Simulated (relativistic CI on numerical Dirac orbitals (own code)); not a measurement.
# Sensitivity of the levels of Pb56+ to α and to the nuclear radius

These numbers are calculated, not measured: Dirac-Coulomb-Breit CI, orbitals from a KLI potential per configuration, derivatives by finite differences, unscaled Slater integrals, QED left out (own radial code, finite nucleus).

CI space (outside the closed core [Ne]): 3s2.3p6.3d8, 3s2.3p5.3d9, 3s2.3p4.3d10, 3s.3p6.3d9, 3p6.3d10, 3s.3p5.3d10, 3s2.3p6.3d7.4s, 3s2.3p6.3d7.4p. Levels of other configurations are missing.

With x = (α/α₀)² − 1 an excitation energy changes as ω = ω₀ + qx; K = 2q/ω₀ is the relative enhancement. Terms are leading LS components, so labels can repeat. The field-shift factor is F = δν/δ⟨r²⟩ for the transition from the lowest level.

Lowest level 3s2.3p6.3d8 3F_4.

```csv
Level,ω₀ (cm⁻¹),q (cm⁻¹),K,F (GHz/fm²)
3s2.3p6.3d8 1D_2,84040,5822,0.139,0.0809
3s2.3p6.3d8 1S_0,271698,27860,0.205,2.6
3s2.3p6.3d8 3F_3,869596,911900,2.1,36
3s2.3p6.3d8 3P_2,958653,916900,1.91,36.3
3s2.3p6.3d8 1G_4,1005067,900100,1.79,36.9
3s2.3p6.3d8 3P_1,1009358,926100,1.84,37.2
3s2.3p6.3d8 3F_2,1804998,1.825e+06,2.02,71.7
3s2.3p6.3d8 3P_0,2031833,1.834e+06,1.81,73.5
3s2.3p5.3d9 3F°_4,4248807,1.107e+06,0.521,85.8
3s2.3p5.3d9 1D°_2,4343231,1.121e+06,0.516,85.2
3s2.3p5.3d9 3D°_3,4493536,1.135e+06,0.505,88.5
3s2.3p5.3d9 1P°_1,4594061,1.14e+06,0.496,75.3
3s2.3p5.3d9 3D°_2,5264009,2.023e+06,0.769,122
3s2.3p5.3d9 3P°_0,5335029,2.038e+06,0.764,121
3s2.3p5.3d9 3P°_1,5349815,2.028e+06,0.758,121
3s2.3p5.3d9 3F°_3,5350135,2.025e+06,0.757,118
3s2.3p5.3d9 3P°_2,8618737,6.561e+06,1.52,-1180
3s2.3p5.3d9 1F°_3,8682321,6.543e+06,1.51,-1170
3s2.3p4.3d10 3P_2,8797538,2.257e+06,0.513,85.6
3s2.3p4.3d10 1S_0,8999387,2.249e+06,0.5,154
3s2.3p5.3d9 3F°_2,9345908,7.44e+06,1.59,-1130
3s2.3p5.3d9 3D°_1,9649131,7.499e+06,1.55,-1160
3s.3p6.3d9 3D_3,10875751,7.096e+06,1.3,-15800
```

At this charge energies of transitions that change n are usually good to better than 1 %, and those within a shell (Δn = 0) to a few per cent.
